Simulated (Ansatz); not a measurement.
Born–Oppenheimer molecular dynamics of H3Sb + H4Si (9 atoms, charge 0, multiplicity 1). It starts from a relaxed structure.

All numbers below come from RKS B3LYP/def2-SVP in Ansatz.

```json
{
 "ensemble": "NVT, Langevin thermostat",
 "time step": "0.5 fs",
 "steps asked": "250",
 "set temperature": "500 K",
 "friction": "0.05 /fs",
 "seed": "843152"
}
```

Frames 10 fs apart, positions in Å.

Velocities at 5 fs (Å/ps):

```
Si -4.93 2.02 3.99
H 17.14 -28.12 -7.77
H -4.22 42.64 5.01
H 0.79 15.57 26.51
H -6.11 -3.60 -7.75
Sb -2.97 0.99 1.55
H -15.85 -13.36 -37.90
H 4.04 9.35 25.94
H -17.16 -27.85 0.42
```

```xyz
9
Properties=species:S:1:pos:R:3 time_fs=5 energy_less_start_eV=0.145 T=471
Si -0.106 0.026 -2.503
H 1.100 0.922 -2.525
H -1.064 0.490 -3.590
H -0.736 0.122 -1.197
H 0.454 -1.299 -2.817
Sb 0.527 0.553 2.998
H 0.484 -0.813 2.029
H -1.292 0.620 3.101
H 0.519 -0.404 4.398
9
Properties=species:S:1:pos:R:3 time_fs=15 energy_less_start_eV=0.098 T=422
Si -0.147 0.047 -2.486
H 1.118 0.843 -2.490
H -0.999 0.530 -3.571
H -0.672 0.106 -1.103
H 0.225 -1.324 -2.849
Sb 0.488 0.563 3.007
H 0.344 -0.801 1.905
H -1.210 0.662 3.097
H 0.505 -0.535 4.411
9
Properties=species:S:1:pos:R:3 time_fs=25 energy_less_start_eV=0.324 T=439
Si -0.159 0.029 -2.494
H 0.885 0.981 -2.626
H -1.160 0.503 -3.563
H -0.834 -0.004 -1.153
H -0.037 -1.359 -2.901
Sb 0.479 0.581 3.031
H 0.403 -0.766 1.954
H -1.186 0.600 2.938
H 0.500 -0.482 4.332
9
Properties=species:S:1:pos:R:3 time_fs=35 energy_less_start_eV=0.408 T=406
Si -0.191 -0.005 -2.527
H 0.875 1.069 -2.463
H -1.355 0.629 -3.271
H -0.826 -0.212 -1.181
H 0.155 -1.433 -2.900
Sb 0.493 0.590 3.046
H 0.580 -0.626 1.908
H -1.383 0.522 3.064
H 0.333 -0.641 4.333
9
Properties=species:S:1:pos:R:3 time_fs=45 energy_less_start_eV=0.358 T=323
Si -0.188 -0.040 -2.541
H 0.999 0.945 -2.410
H -1.229 0.697 -3.302
H -0.620 -0.271 -1.046
H 0.389 -1.251 -3.071
Sb 0.488 0.567 3.063
H 0.646 -0.699 1.785
H -1.138 0.637 3.072
H 0.282 -0.685 4.218
9
Properties=species:S:1:pos:R:3 time_fs=55 energy_less_start_eV=0.500 T=340
Si -0.139 -0.047 -2.518
H 0.871 0.971 -2.603
H -1.091 0.544 -3.490
H -0.475 -0.496 -1.239
H 0.499 -1.200 -3.273
Sb 0.487 0.561 3.068
H 0.750 -0.557 1.832
H -1.354 0.706 2.922
H 0.353 -0.819 4.161
9
Properties=species:S:1:pos:R:3 time_fs=65 energy_less_start_eV=0.254 T=528
Si -0.079 -0.049 -2.525
H 0.886 1.083 -2.389
H -1.285 0.313 -3.366
H -0.653 -0.510 -1.198
H 0.379 -1.132 -3.321
Sb 0.494 0.543 3.068
H 0.776 -0.497 1.722
H -1.124 0.570 2.880
H 0.446 -0.840 4.076
9
Properties=species:S:1:pos:R:3 time_fs=75 energy_less_start_eV=0.367 T=338
Si -0.079 -0.041 -2.545
H 1.138 0.931 -2.338
H -1.348 0.344 -3.255
H -0.627 -0.208 -1.106
H 0.483 -1.251 -3.273
Sb 0.510 0.535 3.060
H 0.465 -0.466 1.592
H -1.215 0.477 2.846
H 0.624 -0.855 4.096
9
Properties=species:S:1:pos:R:3 time_fs=85 energy_less_start_eV=0.161 T=540
Si -0.116 -0.033 -2.517
H 0.966 0.880 -2.713
H -1.241 0.560 -3.280
H -0.546 -0.282 -1.130
H 0.448 -1.266 -3.195
Sb 0.514 0.555 3.043
H 0.429 -0.549 1.758
H -1.224 0.439 3.144
H 0.668 -0.741 4.223
9
Properties=species:S:1:pos:R:3 time_fs=95 energy_less_start_eV=0.280 T=324
Si -0.173 0.000 -2.500
H 0.931 1.032 -2.590
H -1.276 0.749 -3.263
H -0.599 -0.260 -1.117
H 0.136 -1.271 -3.209
Sb 0.533 0.562 3.020
H 0.723 -0.755 1.862
H -1.096 0.581 3.450
H 0.680 -0.614 4.294
9
Properties=species:S:1:pos:R:3 time_fs=105 energy_less_start_eV=0.109 T=664
Si -0.208 0.010 -2.459
H 0.926 0.929 -2.171
H -1.342 0.675 -3.117
H -0.645 -0.415 -1.117
H 0.084 -1.202 -3.210
Sb 0.560 0.559 3.010
H 0.536 -0.778 1.979
H -1.151 0.350 3.427
H 1.078 -0.423 4.359
9
Properties=species:S:1:pos:R:3 time_fs=115 energy_less_start_eV=0.252 T=467
Si -0.243 0.010 -2.453
H 0.997 0.777 -2.057
H -1.371 0.781 -3.022
H -0.672 -0.709 -1.116
H 0.241 -0.997 -3.506
Sb 0.588 0.548 3.005
H 0.377 -0.957 2.193
H -1.031 0.176 3.455
H 1.332 -0.172 4.323
```

Of the whole run (125 fs, mean temperature of the second half 453 K): A run of 0.12 ps of so small a system gives no equilibrium averages.

Time of the run: 10 min on 2 threads of Arm Neoverse N1 (shared host), peak memory 0.15 GiB.
